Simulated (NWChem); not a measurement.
Everything below was run with NWChem. System: trifluoroacetic acid (C₂HF₃O₂), charge 0, spin multiplicity 1, at a geometry optimised with PBE0/def2-SVP. Level: MP2/def2-SVP, 7 core orbitals frozen.

Job file:

```
start mol
memory heap 200 mb stack 900 mb global 1100 mb
geometry units angstroms nocenter noautoz noautosym
  O      1.570479    -0.859063     0.397998
  C      0.918376     0.223964    -0.000956
  O      1.406588     1.270799    -0.302065
  C     -0.597224    -0.049888    -0.029311
  F     -1.023606    -0.405115     1.179324
  F     -1.247671     1.032314    -0.410909
  F     -0.868808    -1.037421    -0.878032
  H      2.517321    -0.646340     0.400685
end
basis spherical
  * library def2-svp
end
scf
  rhf
  nopen 0
  maxiter 100
  thresh 1e-7
  semidirect memsize 60000000 filesize 0
end
mp2
  freeze core 7
end
task mp2 energy
```

Output (cleaned and shortened):

```
             Northwest Computational Chemistry Package (NWChem) 7.3.0
             --------------------------------------------------------

                                NWChem Input Module
                                -------------------

 Scaling coordinates for geometry "geometry" by  1.889725989
 (inverse scale =  0.529177249)

                             Geometry "geometry" -> ""
                             -------------------------

 Output coordinates in angstroms (scale by  1.889725989 to convert to a.u.)

  No.       Tag          Charge          X              Y              Z
 ---- ---------------- ---------- -------------- -------------- --------------
    1 O                    8.0000     1.57047900    -0.85906300     0.39799800
    2 C                    6.0000     0.91837600     0.22396400    -0.00095600
    3 O                    8.0000     1.40658800     1.27079900    -0.30206500
    4 C                    6.0000    -0.59722400    -0.04988800    -0.02931100
    5 F                    9.0000    -1.02360600    -0.40511500     1.17932400
    6 F                    9.0000    -1.24767100     1.03231400    -0.41090900
    7 F                    9.0000    -0.86880800    -1.03742100    -0.87803200
    8 H                    1.0000     2.51732100    -0.64634000     0.40068500

 Effective nuclear repulsion energy (a.u.)     338.4964968610

            Nuclear Dipole moment (a.u.)
            ----------------------------
        X                 Y               Z
 ---------------- ---------------- ----------------
     0.0000075589     0.0000113384    -0.0000113384


 Summary of "ao basis" -> "" (spherical)
 ------------------------------------------------------------------------------
       Tag                 Description            Shells   Functions and Types
 ---------------- ------------------------------  ------  ---------------------
 *                          def2-svp                  on all atoms

 Summary of "ao basis" -> "ao basis" (spherical)
 ------------------------------------------------------------------------------
       Tag                 Description            Shells   Functions and Types
 ---------------- ------------------------------  ------  ---------------------
 O                          def2-svp                 6       14   3s2p1d
 C                          def2-svp                 6       14   3s2p1d
 F                          def2-svp                 6       14   3s2p1d
 H                          def2-svp                 3        5   2s1p

                                 NWChem SCF Module
                                 -----------------

  ao basis        = "ao basis"
  functions       =   103
  atoms           =     8
  closed shells   =    28
  open shells     =     0
  charge          =   0.00
  wavefunction    = RHF
  use symmetry    = F
  symmetry adapt  = F

 Summary of "ao basis" -> "ao basis" (spherical)
 ------------------------------------------------------------------------------
       Tag                 Description            Shells   Functions and Types
 ---------------- ------------------------------  ------  ---------------------
 O                          def2-svp                 6       14   3s2p1d
 C                          def2-svp                 6       14   3s2p1d
 F                          def2-svp                 6       14   3s2p1d
 H                          def2-svp                 3        5   2s1p

 Forming initial guess at       0.1s

      Superposition of Atomic Density Guess
      -------------------------------------

 Sum of atomic energies:        -523.00874191

      Non-variational initial energy
      ------------------------------

 Total energy =    -525.538121
 1-e energy   =   -1399.003786
 2-e energy   =     534.969169
 HOMO         =      -0.366038
 LUMO         =       0.028389

 Starting SCF solution at       2.1s

 ----------------------------------------------
         Quadratically convergent ROHF

 Convergence threshold     :          1.000E-07
 Maximum no. of iterations :          100
 Final Fock-matrix accuracy:          1.000E-09
 ----------------------------------------------

              iter       energy          gnorm     gmax       time
             ----- ------------------- --------- --------- --------
                 1     -523.7298600867  2.11D+00  3.35D-01      2.2
                 2     -523.9410427326  4.74D-01  9.96D-02      2.5
                 3     -523.9598298090  1.85D-02  7.75D-03      3.1
                 4     -523.9598934227  1.88D-04  4.43D-05      3.9
                 5     -523.9598934256  2.38D-08  8.87D-09      5.2

       Final RHF  results
       ------------------

         Total SCF energy =   -523.959893425630
      One-electron energy =  -1398.862369991827
      Two-electron energy =    536.405979705191
 Nuclear repulsion energy =    338.496496861006

        Time for solution =      3.1s

             Final eigenvalues
             -----------------

              1
    1  -26.3572
    2  -26.3572
    3  -26.3554
    4  -20.6523
    5  -20.5964
    6  -11.5401
    7  -11.4381
    8   -1.7433
    9   -1.6408
   10   -1.6398
   11   -1.5035
   12   -1.4007
   13   -1.0421
   14   -0.9240
   15   -0.8596
   16   -0.8567
   17   -0.8254
   18   -0.7428
   19   -0.7399
   20   -0.7361
   21   -0.6979
   22   -0.6956
   23   -0.6891
   24   -0.6730
   25   -0.6665
   26   -0.6178
   27   -0.5277
   28   -0.5060
   29    0.1279
   30    0.1609
   31    0.3103
   32    0.3601
   33    0.4096
   34    0.4198
   35    0.4561
   36    0.5536
   37    0.5780
   38    0.6444

                       ROHF Final Molecular Orbital Analysis
                       -------------------------------------

 Vector   26  Occ=2.000000D+00  E=-6.178156D-01
              MO Center=  6.8D-01,  5.6D-03,  5.0D-02, r^2= 2.9D+00
   Bfn.  Coefficient  Atom+Function         Bfn.  Coefficient  Atom+Function
  ----- ------------  ---------------      ----- ------------  ---------------
    33      0.285644  3 O  py                 5      0.256983  1 O  py
    18     -0.238508  2 C  px                 4      0.224908  1 O  px
    74      0.225919  6 F  px                46      0.201784  4 C  px
     8      0.184056  1 O  py                99      0.182260  8 H  s
    19     -0.176520  2 C  py                36      0.167935  3 O  py

 Vector   27  Occ=2.000000D+00  E=-5.277241D-01
              MO Center=  1.4D+00,  3.6D-01, -7.6D-03, r^2= 1.8D+00
   Bfn.  Coefficient  Atom+Function         Bfn.  Coefficient  Atom+Function
  ----- ------------  ---------------      ----- ------------  ---------------
    34     -0.423560  3 O  pz                 6      0.390387  1 O  pz
     9      0.327134  1 O  pz                37     -0.322283  3 O  pz
    20     -0.170925  2 C  pz

 Vector   28  Occ=2.000000D+00  E=-5.059790D-01
              MO Center=  1.1D+00,  7.5D-01, -1.6D-01, r^2= 1.9D+00
   Bfn.  Coefficient  Atom+Function         Bfn.  Coefficient  Atom+Function
  ----- ------------  ---------------      ----- ------------  ---------------
    32      0.509751  3 O  px                35      0.382426  3 O  px
    46      0.219492  4 C  px                 5     -0.208992  1 O  py
    33     -0.184084  3 O  py                 8     -0.160467  1 O  py
    45      0.152927  4 C  s

 Vector   29  Occ=0.000000D+00  E= 1.278985D-01
              MO Center=  8.2D-01,  3.5D-01, -4.8D-02, r^2= 1.9D+00
   Bfn.  Coefficient  Atom+Function         Bfn.  Coefficient  Atom+Function
  ----- ------------  ---------------      ----- ------------  ---------------
    23      0.531013  2 C  pz                20      0.459904  2 C  pz
    37     -0.429410  3 O  pz                34     -0.330479  3 O  pz
    51      0.293449  4 C  pz                 9     -0.253794  1 O  pz
     6     -0.196674  1 O  pz                87      0.197097  7 F  s
    59     -0.193906  5 F  s                 22      0.170291  2 C  py

 Vector   30  Occ=0.000000D+00  E= 1.609402D-01
              MO Center=  2.8D+00, -6.3D-01,  4.1D-01, r^2= 2.3D+00
   Bfn.  Coefficient  Atom+Function         Bfn.  Coefficient  Atom+Function
  ----- ------------  ---------------      ----- ------------  ---------------
   100      1.524447  8 H  s                  3     -0.750610  1 O  s
     7     -0.440872  1 O  px                45     -0.400878  4 C  s
    21     -0.351358  2 C  px                17      0.293291  2 C  s
    49     -0.262951  4 C  px                 4     -0.201149  1 O  px
    50     -0.198012  4 C  py

 Vector   31  Occ=0.000000D+00  E= 3.103328D-01
              MO Center=  4.4D-01,  3.2D-01, -7.2D-02, r^2= 3.2D+00
   Bfn.  Coefficient  Atom+Function         Bfn.  Coefficient  Atom+Function
  ----- ------------  ---------------      ----- ------------  ---------------
    17      2.961964  2 C  s                 31     -1.329695  3 O  s
    49     -0.930084  4 C  px                73     -0.504474  6 F  s
    45     -0.486626  4 C  s                 36      0.417262  3 O  py
    22      0.414772  2 C  py                 3     -0.384893  1 O  s
    50      0.368211  4 C  py               100     -0.316027  8 H  s

 center of mass
 --------------
 x =  -0.09362736 y =   0.00380676 z =  -0.00841298

 moments of inertia (a.u.)
 ------------------
         467.589611549054         -31.214099676614         -20.323834264582
         -31.214099676614         728.014351259672          41.723513927030
         -20.323834264582          41.723513927030         849.636141480004

  Mulliken analysis of the total density
  --------------------------------------

    Atom       Charge   Shell Charges
 -----------   ------   -------------------------------------------------------
    1 O    8     8.32   1.99  1.07  0.65  2.86  1.73  0.02
    2 C    6     5.65   1.99  0.93  0.13  1.90  0.54  0.16
    3 O    8     8.33   1.99  1.08  0.70  2.80  1.73  0.02
    4 C    6     5.09   1.99  0.91 -0.05  1.79  0.25  0.20
    5 F    9     9.28   1.99  1.13  0.80  3.34  2.01  0.01
    6 F    9     9.27   1.99  1.13  0.79  3.34  2.00  0.01
    7 F    9     9.28   1.99  1.13  0.80  3.34  2.01  0.01
    8 H    1     0.76   0.65  0.04  0.07

       Multipole analysis of the density wrt the origin
       ------------------------------------------------

     L   x y z        total         open         nuclear
     -   - - -        -----         ----         -------
     0   0 0 0     -0.000000      0.000000     56.000000

     1   1 0 0      0.760923      0.000000      0.000008
     1   0 1 0     -0.461291      0.000000      0.000011
     1   0 0 1      0.208568      0.000000     -0.000011

     2   2 0 0    -23.630545      0.000000    283.292958
     2   1 1 0     -2.548862      0.000000     12.658378
     2   1 0 1      1.112895      0.000000     11.873662
     2   0 2 0    -31.413022      0.000000    143.954232
     2   0 1 1      1.080328      0.000000    -21.344912
     2   0 0 2    -27.729283      0.000000     82.627992

                   NWChem MP2 Semi-direct Energy/Gradient Module
                   ---------------------------------------------

  Basis functions       =    103
  Molecular orbitals    =    103
  Frozen core           =      7
  Frozen virtuals       =      0
  Active alpha occupied =     21
  Active beta occupied  =     21
  Active alpha virtual  =     75
  Active beta virtual   =     75
  Use MO symmetry       = F
  Use skeleton AO sym   = F

  AO/Fock/Back tols     =   1.0D-09  1.0D-09  1.0D-09

 GA uses MA = F    GA memory limited = T

 Available:
  local mem=  1.26D+08
 global mem=  1.44D+08
 local disk=  0.00D+00
  mp2_memr nvloc                    75
  nvloc new                    75
   1 passes of  21:        3145728                      61804                  27714277.
   1 passes of  21: M    126153163           G      144157982           F     123007435.

 Semi-direct pass number   1 of   1  for RHF alpha+beta  at        5.2s
  vrange nnbf                  5172
  mp2_eaftype                   105  avail_ma_in_mb                  1099
 EAF : mp2_eaftype filesize         105   13857139.
  mp2_eaf for mointskh                    105
Node 0 wrote     65.2 Mb in      0.1 s     Agg I/O rate:  1108.2 Mb/s
 Done moints_semi at        8.6s
  mp2_eaftype                   105  avail_ma_in_mb                   994
 EAF : mp2_eaftype filesize         105   13857139.
  mp2_eaf for kh                   105
 Done maket at        9.1s
 Done multipass loop at        9.1s

          -------------------------------------------
          SCF energy                -523.959893425630
          Correlation energy          -1.164201950706
          Singlet pairs               -0.680495206329
          Triplet pairs               -0.483706744377
          Total MP2 energy          -525.124095376336
          -------------------------------------------

          ---------------------------------------------------
                    Spin Component Scaled (SCS) MP2
          Same spin pairs                     -0.322471162918
          Same spin scaling factor             0.333333333333
          Opposite spin pairs                 -0.841730787788
          Opposite spin scaling fact.          1.200000000000
          SCS-MP2 correlation energy          -1.117567332985
          Total SCS-MP2 energy              -525.077460758615
          ---------------------------------------------------

 -----------------------
 Performance information
 -----------------------

 Timer overhead =  1.36D-07 seconds/call

               Nr. of calls         CPU time (s)                 Wall time (s)                GFlops
             ---------------    -------------------     ------------------------------   -------------------
Name         Min   Avg   Max    Min     Avg     Max     Min     Avg     Max   Mx/calls   Min     Max     Sum
mp2: moin     1     1     1    3.4     3.4     3.4      3.4     3.4     3.4     3.4      0.0     0.0     0.0
mp2: make     1     1     1   0.51    0.51    0.51     0.51    0.51    0.51    0.51      0.0     0.0     0.0
mp2: tota     1     1     1    3.9     3.9     3.9      3.9     3.9     3.9     3.9      0.0     0.0     0.0

 The average no. of pstat calls per process was 3.00D+00
 with a timing overhead of 4.09D-07s

 Task  times  cpu:        9.1s     wall:        9.1s

 Total times  cpu:        9.1s     wall:        9.1s
```
